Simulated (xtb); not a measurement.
AgI, SMILES [Ag][I], multiplicity 1. All values are semi-empirical tight-binding results from xtb (GFN2-xTB unless named), good for trends rather than for accurate numbers. The structure is a stationary point at GFN2-xTB. The multiplicity is an assumed one; other spin states were not compared.

For metal compounds this method's bond lengths and energies can be far off.

```yaml
point_group_as_xtb_finds_it: C∞v
orbital_gap: 4.31 eV
```
